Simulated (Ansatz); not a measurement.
CH₅BOSi, SMILES `[SiH3]C1BO1` at its PBE0-D4/def2-TZVP geometry, where that method's forces vanish. The species carries charge 0 and has multiplicity 1.

```xyz
9

Si   -0.6601    1.0914   -0.2618
C    -0.1538   -0.5932    0.3638
B     1.2507   -1.1549    0.2650
O     0.4196   -1.5304   -0.6963
H    -0.9789    1.9400    0.9173
H     0.4649    1.6943   -1.0223
H    -1.8569    1.0157   -1.1406
H    -0.8631   -1.1185    1.0036
H     2.3777   -1.3444    0.5714
```

What forces (eV/Å) does ωB97M-V/def2-TZVPP give on these atoms in the Gaussian-basis code of Ansatz? (Best estimate.)

Computed: 
```
Si1 -0.049  0.122 -0.052
C2  -0.206  0.095  0.141
B3   0.286 -0.067  0.056
O4   0.005 -0.048 -0.096
H5   0.038 -0.099 -0.136
H6  -0.123 -0.075  0.086
H7   0.144  0.005  0.104
H8   0.066  0.039 -0.062
H9  -0.162  0.028 -0.040
```
